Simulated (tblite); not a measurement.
C₇H₁₃BClF.
SMILES with atom numbers: `[CH3:1][CH2:2][C@@H:3]1[CH2:4][CH2:5][B:6]([Cl:7])[CH2:8][C@H:9]1[F:10]` (hydrogens: H11, H12, H13 on C1; H14, H15 on C2; H16 on C3; H17, H18 on C4; H19, H20 on C5; H21, H22 on C8; H23 on C9)

Computed with GFN2-xTB (tblite), gas phase: L-BFGS steps from a force-field or distance-geometry start until the largest atomic force falls under 0.01 eV/Å.

Step 64: E = -875.8343 eV
```
atom  x, y, z in Å  |  force x, y, z in eV/Å
C1     -2.8948    0.0984   -0.3699    0.023   0.001   0.012
C2     -1.8019   -0.2862    0.6201    0.032  -0.005   0.014
C3     -0.3997    0.1796    0.1984    0.000   0.004  -0.017
C4      0.1141   -0.5931   -1.0191   -0.010  -0.016   0.008
C5      1.4597   -0.0610   -1.5311    0.002  -0.023  -0.010
B6      2.5138    0.1458   -0.3735    0.019   0.048   0.019
Cl7     4.1906    0.0929   -0.6829   -0.005   0.000  -0.010
C8      1.9889    0.4987    1.0755   -0.035  -0.028   0.023
C9      0.5773   -0.0150    1.3638   -0.031  -0.005  -0.017
F10     0.0912    0.6514    2.4825    0.039  -0.003  -0.010
H11    -2.7523   -0.3947   -1.3287   -0.016   0.029   0.014
H12    -2.8931    1.1755   -0.5260   -0.040  -0.032  -0.026
H13    -3.8695   -0.1948    0.0162    0.049   0.031  -0.006
H14    -2.0330    0.1647    1.5869   -0.015  -0.007  -0.009
H15    -1.7878   -1.3703    0.7545   -0.020  -0.008  -0.015
H16    -0.4420    1.2477   -0.0396    0.014   0.000   0.004
H17     0.2304   -1.6437   -0.7417   -0.008   0.003   0.001
H18    -0.6244   -0.5434   -1.8194    0.007   0.013   0.006
H19     1.8228   -0.7141   -2.3258    0.014  -0.035  -0.026
H20     1.2927    0.9087   -2.0129   -0.029   0.016   0.032
H21     2.6555    0.1638    1.8726    0.015   0.013   0.014
H22     1.9577    1.5918    1.1616   -0.027  -0.021  -0.007
H23     0.5988   -1.0761    1.6486    0.023   0.026   0.004
```

Step 65: E = -875.8349 eV
```
atom  x, y, z in Å  |  force x, y, z in eV/Å
C1     -2.8937    0.1037   -0.3705    0.028   0.004   0.015
C2     -1.8025   -0.2861    0.6189    0.027  -0.009   0.021
C3     -0.3996    0.1760    0.1984    0.012   0.003  -0.004
C4      0.1145   -0.5988   -1.0167   -0.001  -0.011  -0.006
C5      1.4582   -0.0645   -1.5305    0.027  -0.003  -0.023
B6      2.5127    0.1512   -0.3744    0.021   0.039   0.025
Cl7     4.1908    0.1102   -0.6849   -0.031   0.001  -0.008
C8      1.9859    0.4994    1.0756    0.002  -0.006   0.020
C9      0.5764   -0.0201    1.3637    0.007   0.003  -0.007
F10     0.0916    0.6426    2.4849    0.023  -0.005  -0.007
H11    -2.7544   -0.3921   -1.3284   -0.021   0.029   0.013
H12    -2.8835    1.1803   -0.5279   -0.043  -0.021  -0.032
H13    -3.8704   -0.1806    0.0167    0.048   0.023  -0.007
H14    -2.0304    0.1647    1.5862   -0.029  -0.006   0.000
H15    -1.7915   -1.3702    0.7518   -0.022  -0.014  -0.012
H16    -0.4386    1.2443   -0.0395    0.010  -0.001  -0.002
H17     0.2333   -1.6485   -0.7381   -0.012  -0.003   0.005
H18    -0.6240   -0.5509   -1.8165   -0.004   0.006  -0.006
H19     1.8248   -0.7171   -2.3244    0.004  -0.034  -0.016
H20     1.2865    0.9036   -2.0144   -0.022   0.011   0.033
H21     2.6566    0.1682    1.8718   -0.009   0.013   0.001
H22     1.9497    1.5930    1.1627   -0.026  -0.041  -0.009
H23     0.6030   -1.0816    1.6455    0.012   0.023   0.005
```

Question: Estimate the geometry and energy of step 66. (The exact step hangs on the optimiser's Hessian estimate; all steps are aligned on step 65, rigid shifts and turns removed.)

Answer: E = -875.8356 eV, largest force 0.050 eV/Å
```
atom  x, y, z in Å  |  force x, y, z in eV/Å
C1     -2.8917    0.1083   -0.3705    0.022   0.008   0.007
C2     -1.8024   -0.2867    0.6184    0.012  -0.010   0.017
C3     -0.3994    0.1725    0.1984    0.023   0.000   0.012
C4      0.1151   -0.6039   -1.0150    0.012  -0.002  -0.019
C5      1.4574   -0.0674   -1.5301    0.035   0.009  -0.019
B6      2.5117    0.1553   -0.3743    0.006   0.020   0.015
Cl7     4.1894    0.1216   -0.6855   -0.023   0.003  -0.009
C8      1.9829    0.5006    1.0756    0.033   0.012   0.006
C9      0.5760   -0.0246    1.3632    0.045   0.009   0.009
F10     0.0925    0.6341    2.4868    0.003  -0.003   0.003
H11    -2.7571   -0.3897   -1.3275   -0.018   0.019   0.003
H12    -2.8750    1.1839   -0.5305   -0.037   0.002  -0.033
H13    -3.8702   -0.1667    0.0176    0.033   0.008   0.001
H14    -2.0291    0.1639    1.5857   -0.031  -0.006   0.011
H15    -1.7953   -1.3709    0.7494   -0.019  -0.017  -0.008
H16    -0.4358    1.2408   -0.0393    0.006   0.000  -0.008
H17     0.2361   -1.6528   -0.7357   -0.017  -0.011   0.009
H18    -0.6234   -0.5567   -1.8143   -0.015  -0.002  -0.017
H19     1.8262   -0.7188   -2.3245   -0.003  -0.026  -0.003
H20     1.2811    0.9004   -2.0132   -0.016   0.009   0.025
H21     2.6571    0.1754    1.8718   -0.025   0.007  -0.003
H22     1.9410    1.5941    1.1609   -0.026  -0.037  -0.006
H23     0.6082   -1.0861    1.6426   -0.001   0.010   0.007
```

The energy changes by -0.0006 eV. The first-order estimate −F·Δx gives -0.0009 eV and the mean of the old and new forces, exact on a quadratic surface, -0.0006 eV. The step makes an angle of 80° with the force vector and moves no atom by more than 0.014 Å.

The cost below is that of the whole relaxation. Time: 1.2 s wall. Hardware: Arm Neoverse N1, one thread, no GPU, on a shared host.
